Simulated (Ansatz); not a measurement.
Geometry optimisation, RKS r2SCAN-D4/6-31G* (Ansatz 0.2.0).

input.yaml

```yaml
crystal:
  periodic: [false, false, false]
  atoms:
    - { symbol: B, position_ang: [0.215618, 0.599966, -0.284973] }
    - { symbol: O, position_ang: [-0.07315, -0.371338, 2.121708] }
    - { symbol: H, position_ang: [-1.029355, -0.529701, 2.135914] }
    - { symbol: Cl, position_ang: [1.599835, -0.400146, -0.703352] }
    - { symbol: Cl, position_ang: [-1.425781, 0.165659, -0.79775] }
    - { symbol: "N", position_ang: [0.419331, 1.925127, 0.335124] }
    - { symbol: H, position_ang: [1.35632, 2.297884, 0.416445] }
    - { symbol: H, position_ang: [-0.31181, 2.622119, 0.281517] }
    - { symbol: H, position_ang: [0.000992, 0.61283, 2.127368] }
basis:
  gaussian: { orbitals: "6-31G*" }
hamiltonian:
  xc: r2scan
  dispersion: d4
relax:
  f_tol: 0.03
  max_steps: 50
output:
  orbitals: {}
```

Launched with:

```bash
$ ansatz run input.yaml --threads 2 --pin off --max-ram 3072MiB --backend cpu --events-out ev --progress --plain --runs-dir out
```

Task: Where does it end, and by what steps?

Result: The forces met the threshold. The force dipped under the threshold on the way, but the program's further checks kept it going. After 44 steps the energy has fallen by 0.164 eV; H9 moved furthest, 1.44 Å.

| step | energy less start (eV) | largest force component (eV/Å) | accepted |
| --- | --- | --- | --- |
| 0 | 0.0000 | 1.994 | yes |
| 2 | -0.0602 | 0.741 | no |
| 4 | -0.0997 | 0.482 | yes |
| 6 | -0.1078 | 0.052 | yes |
| 8 | -0.1082 | 0.083 | no |
| 10 | -0.1090 | 0.019 | yes |
| 12 | -0.1092 | 0.023 | yes |
| 14 | -0.1093 | 0.070 | yes |
| 16 | -0.1095 | 0.037 | yes |
| 18 | -0.1099 | 0.047 | yes |
| 20 | -0.1101 | 0.290 | no |
| 22 | -0.1112 | 0.036 | yes |
| 24 | -0.1121 | 0.262 | yes |
| 26 | -0.1212 | 0.090 | yes |
| 28 | -0.1321 | 0.048 | yes |
| 30 | -0.1374 | 0.080 | yes |
| 32 | -0.1503 | 0.072 | yes |
| 34 | -0.1204 | 1.263 | no |
| 36 | -0.1539 | 0.426 | no |
| 38 | -0.1585 | 0.094 | yes |
| 40 | -0.1608 | 0.275 | yes |
| 42 | -0.1629 | 0.062 | yes |
| 44 | -0.1643 | 0.005 | yes |

```xyz
9
Properties=species:S:1:pos:R:3
B 0.120 0.812 -0.259
O -0.249 -0.044 2.397
H 0.208 -0.858 2.139
Cl 1.226 -0.565 -0.482
Cl -1.629 0.569 -0.507
N 0.624 2.089 -0.055
H 1.604 2.254 0.127
H 0.021 2.883 0.110
H -1.173 -0.219 2.161
```

Whether the end is a true minimum wasn't checked by a vibrational analysis.

The run took 2.3 min on 2 threads of Arm Neoverse V2 (shared host), peak memory 0.17 GiB.
